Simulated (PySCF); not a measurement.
C4H9ClSi, SMILES [SiH3]C[C@@H]1C[C@@H]1Cl. The structure is a stationary point at PBE-D3(BJ)/def2-SVP. The structure was generated by enumeration; whether it is a known compound was not checked. Other conformers were not sampled.

Q: Give the equilibrium geometry at PBE-D3(BJ)/def2-SVP (PySCF confirms it by a frequency run) as Cartesian coordinates in Å. (Estimate from the structure and the level; the computed values follow.)

A: This is not unique; one that fits is 
```xyz
15

Si     1.6552     1.3399    -1.6187
C      0.9311    -0.1076    -0.6241
C     -0.5836    -0.1607    -0.6619
C     -1.4203     0.7632     0.2076
C     -1.3975    -0.7144     0.4888
Cl    -0.5905    -1.3222     1.9497
H      1.2053     1.2681    -3.0549
H      1.1946     2.6536    -1.0452
H      3.1599     1.2989    -1.5860
H      1.3567    -1.0580    -1.0135
H      1.2824    -0.0251     0.4262
H     -1.0049    -0.3965    -1.6554
H     -0.8712     1.4056     0.9147
H     -2.3457     1.2075    -0.1916
H     -2.2885    -1.3188     0.2599
```
Charge 0, spin multiplicity 1.
